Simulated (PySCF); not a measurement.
Compound: CHBr (triplet state).
InChI=1S/CHBr/c1-2/h1H

Theory: PySCF, PBE0-D3(BJ)/def2-SVP geometry optimisation, gas phase.

Take the most abundant isotopes and a rigid rotor. 

Problem. What are A, B and C (GHz)?

Solution. Ia = 0.65, Ib = 39.04, Ic = 39.69 u·Å²; 505379 MHz·u·Å²/I gives 775060, 12946 and 12734 MHz, that is A = 775.06, B = 12.946, C = 12.734 GHz.

Problem. What kind of rotor is it?

Solution. A near-prolate asymmetric top: κ = (2 × 12946 − 775060 − 12734)/(775060 − 12734) = -1.00.

Problem. Where do the levels up to J = 5 lie, in MHz?

Solution. Above 0(0,0):
J = 1: 1(0,1) 25680, 1(1,1) 787794, 1(1,0) 788006
J = 2: 2(0,2) 77041, 2(1,2) 838941, 2(1,1) 839579, 2(2,1) 3125920, 2(2,0) 3125920
J = 3: 3(0,3) 154081, 3(1,3) 915663, 3(1,2) 916939, 3(2,2) 3202960, 3(2,1) 3202961, 3(3,1) 7014059, 3(3,0) 7014059
J = 4: 4(0,4) 256802, 4(1,4) 1017958, 4(1,3) 1020085, 4(2,3) 3305681, 4(2,2) 3305682, 4(3,2) 7116780, 4(3,1) 7116780, 4(4,1) 12452318, 4(4,0) 12452318
J = 5: 5(0,5) 385202, 5(1,5) 1145828, 5(1,4) 1149018, 5(2,4) 3434082, 5(2,3) 3434084, 5(3,3) 7245181, 5(3,2) 7245181, 5(4,2) 12580719, 5(4,1) 12580719, 5(5,1) 19440697, 5(5,0) 19440697
The levels of one J sum to (2J + 1)J(J + 1)(A + B + C)/3.

Problem. Which types of transition are allowed, and where do some lines up to J = 5 fall?

Solution. The dipole components are |μa| = 0.13 D, |μb| = 0.76 D, |μc| = 0.00 D; the mirror of this Cs structure is the ab plane, so μc vanishes by symmetry and there are no c-type lines. Intensities carry the squares of the components, which stand as 0.03 : 1.00 (a : b). Some lines, for components of 0.1 D or more:

```tsv
type	branch	J(Ka,Kc)	MHz	lower level (cm⁻¹)
a	Q	3(1,2) ← 3(1,3)	1276	30.543
a	Q	4(1,3) ← 4(1,4)	2127	33.955
a	Q	5(1,4) ← 5(1,5)	3191	38.221
a	R	2(0,2) ← 1(0,1)	51360	0.857
a	R	2(1,1) ← 1(1,0)	51573	26.285
a	R	3(2,2) ← 2(2,1)	77041	104.269
a	R	4(2,2) ← 3(2,1)	102721	106.839
a	R	5(3,3) ← 4(3,2)	128401	237.390
a	R	5(3,2) ← 4(3,1)	128401	237.390
b	Q	1(1,0) ← 1(0,1)	762326	0.857
b	Q	5(1,4) ← 5(0,5)	763816	12.849
b	R	1(1,1) ← 0(0,0)	787794	0.000
b	R	5(1,5) ← 4(0,4)	889026	8.566
b	Q	4(2,2) ← 4(1,3)	2285596	34.026
b	Q	2(2,0) ← 2(1,1)	2286340	28.005
b	Q	2(2,1) ← 2(1,2)	2286978	27.984
b	Q	4(2,3) ← 4(1,4)	2287723	33.955
b	R	3(2,2) ← 2(1,1)	2363381	28.005
b	R	3(2,1) ← 2(1,2)	2364019	27.984
b	Q	3(3,0) ← 3(2,1)	3811099	106.839
b	Q	5(3,3) ← 5(2,4)	3811099	114.549
b	R	4(3,2) ← 3(2,1)	3913820	106.839
b	R	4(3,1) ← 3(2,2)	3913820	106.839
b	R	5(3,2) ← 4(2,3)	3939500	110.266
b	Q	5(4,2) ← 5(3,3)	5335538	241.673
b	R	5(4,1) ← 4(3,2)	5463939	237.390
```

Problem. Estimate the classical rotational partition function at 200 K and 500 K.

Solution. Point group Cs, symmetry number σ = 1; q = (√π/σ)·√((kT/h)³/(ABC)), k/h = 20836.6 MHz/K: 1330 at 200 K, 5270 at 500 K.

For this open shell read J as N, the rotation without spin; fine and hyperfine splittings come on top. No frequency check. ⟨S²⟩ = 2.008 (exact for a triplet: 2.00). This triplet need not be the ground state; the singlet was not compared here. These are rigid-rotor constants of the computed structure; measured ground-state constants (B0) also hold zero-point vibration. Quadrupole hyperfine structure (79Br) is left out.
